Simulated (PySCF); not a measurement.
Species: C₂H₉BGeS.
SMILES: `CCB[S][GeH3]`

Jobs on this species (14 atoms, 74 electrons) with PySCF (density fitting). Hardware of each: Arm Neoverse V1, one thread (shared host). The host was shared with other jobs, so the times are rough. Peak memory is the resident size of the whole Python process, interpreter and libraries included.

```csv
level and settings,work,basis functions,SCF cycles,wall time,peak memory
"delta-SCF UKS HF, pcX-2 on the ionised atom, pcseg-1 elsewhere, spin-free X2C","ΔSCF core ionisation, 5 holes",174,?,?,?
"delta-SCF UKS SCAN, pcX-2 on the ionised atom, pcseg-1 elsewhere, spin-free X2C","ΔSCF core ionisation, 5 holes",174,?,?,?
"delta-SCF UKS SCAN, pcX-2 on the ionised atom, pcseg-1 elsewhere, non-relativistic","ΔSCF core ionisation, 5 holes",174,78,40 s,0.70 GiB
"delta-SCF UKS PBE, pcX-2 on the ionised atom, pcseg-1 elsewhere, spin-free X2C","ΔSCF core ionisation, 5 holes",174,74,25 s,0.70 GiB
"delta-SCF UKS PBE0, pcX-2 on the ionised atom, pcseg-1 elsewhere, spin-free X2C","ΔSCF core ionisation, 5 holes",174,68,54 s,0.70 GiB
"delta-SCF UKS SCAN, pcX-1 on the ionised atom, pcseg-1 elsewhere, spin-free X2C","ΔSCF core ionisation, 5 holes",154,75,33 s,0.70 GiB
"delta-SCF UKS B3LYP, pcX-2 on the ionised atom, pcseg-1 elsewhere, spin-free X2C","ΔSCF core ionisation, 5 holes",174,69,57 s,0.76 GiB
"delta-SCF UKS SCAN, def2-TZVP on the ionised atom, pcseg-1 elsewhere, spin-free X2C","ΔSCF core ionisation, 5 holes",151,77,39 s,0.70 GiB
"PBE0-D3(BJ)/def2-SVP, grid level 1",geometry optimisation from a GFN2-xTB start shaken at random,137,48,71 s,0.52 GiB
```

Problem. Fill in the missing figures.

Solution. 
- delta-SCF UKS HF, pcX-2 on the ionised atom, pcseg-1 elsewhere, spin-free X2C; ΔSCF core ionisation, 5 holes: 48 s, 0.70 GiB, 97 SCF cycles
- delta-SCF UKS SCAN, pcX-2 on the ionised atom, pcseg-1 elsewhere, spin-free X2C; ΔSCF core ionisation, 5 holes: 41 s, 0.62 GiB, 78 SCF cycles

Problem. What do all jobs in the table cost together?

Solution. About 6.8 min; the longest takes about 17 % of that, and about 2.8 times as long as the shortest.
